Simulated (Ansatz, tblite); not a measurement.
Cost and result up the ladder for GaMe2(acac) (C₇H₁₃GaO₂) (23 atoms). Charge 0, multiplicity 1. Geometry: r2SCAN-D4/def2-SVP.

```
atom   x (Å)   y (Å)   z (Å)
 Ga1   1.148   0.899   0.661
  C2   1.645   0.314   2.465
  H3   0.999  -0.519   2.786
  H4   1.541   1.128   3.201
  H5   2.690  -0.034   2.498
  C6   1.805   2.370  -0.455
  H7   1.346   2.324  -1.455
  H8   2.899   2.332  -0.580
  H9   1.554   3.347  -0.011
 O10  -0.812   1.004   0.621
 C11  -1.606   0.188   0.042
 C12  -3.067   0.504   0.194
 C13  -1.206  -0.942  -0.698
 C14   0.131  -1.331  -0.911
 C15   0.433  -2.556  -1.726
 O16   1.155  -0.714  -0.460
 H17  -3.717  -0.220  -0.312
 H18  -3.316   0.539   1.267
 H19  -3.257   1.514  -0.204
 H20  -1.989  -1.559  -1.142
 H21  -0.468  -3.038  -2.125
 H22   0.988  -3.273  -1.100
 H23   1.104  -2.279  -2.555
```

Ansatz on 2 threads of AMD EPYC 7R13 on a shared host and a share (18 GiB) of an NVIDIA H100 80GB HBM3; xTB runs through tblite on one thread. Times are rough, summed over both states, and most runs start from the orbitals of an earlier one. PBE0-D4/def2-TZVP serves as the yardstick here, not as an exact answer. The other state is a triplet.

The xTB rows come from tblite. Single mean-field runs in def2-TZVP are fitted with def2-universal-jkfit.

xTB has no spin-polarisation term.

```
                            level  functions  wall time
                         GFN2-xTB         58    0.028 s
                         GFN1-xTB         71    0.045 s
                 PBE-D4/def2-TZVP        405      6.4 s
  PBE0-D4/def2-TZVP (with forces)        405      7.7 s
r2SCAN-D4/def2-TZVP (with forces)        405        9 s
```

**Question.** Estimate what each level gives for the vertical triplet (eV).

**Answer.** 
```json
{"level": "GFN2-xTB", "vertical triplet (eV)": "3.06", "difference from PBE0-D4/def2-TZVP (eV)": "0.03"}
{"level": "GFN1-xTB", "vertical triplet (eV)": "3.21", "difference from PBE0-D4/def2-TZVP (eV)": "0.18"}
{"level": "PBE-D4/def2-TZVP", "vertical triplet (eV)": "2.96", "difference from PBE0-D4/def2-TZVP (eV)": "-0.08"}
{"level": "PBE0-D4/def2-TZVP (with forces)", "vertical triplet (eV)": "3.03", "difference from PBE0-D4/def2-TZVP (eV)": "0.00"}
{"level": "r2SCAN-D4/def2-TZVP (with forces)", "vertical triplet (eV)": "2.93", "difference from PBE0-D4/def2-TZVP (eV)": "-0.10"}
```
